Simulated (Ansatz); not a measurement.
Geometry optimisation, RKS PBE-D4/STO-3G in Ansatz 0.2.0.

Input:

```yaml
crystal:
  periodic: [false, false, false]
  atoms:
    - { symbol: C, position_ang: [-1.3146, 1.7133, 0.6228] }
    - { symbol: S, position_ang: [-0.4518, 0.664, 1.7185] }
    - { symbol: Si, position_ang: [0.5145, -0.713, 0.4032] }
    - { symbol: C, position_ang: [1.6582, 0.2045, -0.8043] }
    - { symbol: P, position_ang: [-0.9797, -1.933, -0.6503] }
    - { symbol: H, position_ang: [-1.8987, 2.5193, 1.2045] }
    - { symbol: H, position_ang: [-2.0699, 1.2002, 0.0291] }
    - { symbol: H, position_ang: [-0.6455, 2.302, -0.0718] }
    - { symbol: H, position_ang: [1.3749, -1.6152, 1.2811] }
    - { symbol: H, position_ang: [2.1302, -0.496, -1.4292] }
    - { symbol: H, position_ang: [2.3182, 0.8215, -0.2786] }
    - { symbol: H, position_ang: [1.0033, 0.8536, -1.4266] }
    - { symbol: H, position_ang: [-0.172, -2.9334, -1.0869] }
    - { symbol: H, position_ang: [-1.4802, -2.6169, 0.5173] }
basis:
  gaussian: { orbitals: STO-3G }
hamiltonian:
  xc: pbe
  dispersion: d4
relax:
  f_tol: 0.02
  max_steps: 40
scf:
  lower_state_search: "off"
```

Command:

```bash
$ ansatz run input.yaml --threads 1 --pin off --max-ram 2048MiB --backend cpu --events-out ev --progress --plain --runs-dir out
```

Question: Where does it end, and by what steps?

Answer: The run converged. Limits of this set-up: minimal basis. After 11 steps the energy has fallen by 0.577 eV; H13 moved furthest, 0.22 Å.

```
step  energy less start (eV)  largest force component (eV/Å)  accepted
   0                  0.0000                           3.869       yes
   1                 -0.4324                           1.200       yes
   2                 -0.5569                           0.381       yes
   3                 -0.5701                           0.146       yes
   4                 -0.5694                           0.160        no
   5                 -0.5732                           0.033       yes
   6                 -0.5758                           0.080       yes
   7                 -0.5769                           0.021       yes
   8                 -0.5773                           0.055       yes
   9                 -0.5773                           0.041       yes
  10                 -0.5772                           0.023        no
  11                 -0.5774                           0.008       yes
```

```xyz
14
Properties=species:S:1:pos:R:3
C -1.354 1.686 0.617
S -0.336 0.762 1.828
Si 0.495 -0.664 0.468
C 1.638 0.157 -0.795
P -1.103 -1.774 -0.648
H -1.962 2.425 1.170
H -2.048 1.025 0.058
H -0.743 2.240 -0.123
H 1.309 -1.548 1.300
H 2.109 -0.598 -1.447
H 2.445 0.720 -0.297
H 1.088 0.860 -1.443
H -0.158 -2.720 -1.132
H -1.394 -2.601 0.472
```

The run took 35 s on 1 thread of Arm Neoverse V1, with other jobs on the host, peak memory 0.14 GiB.
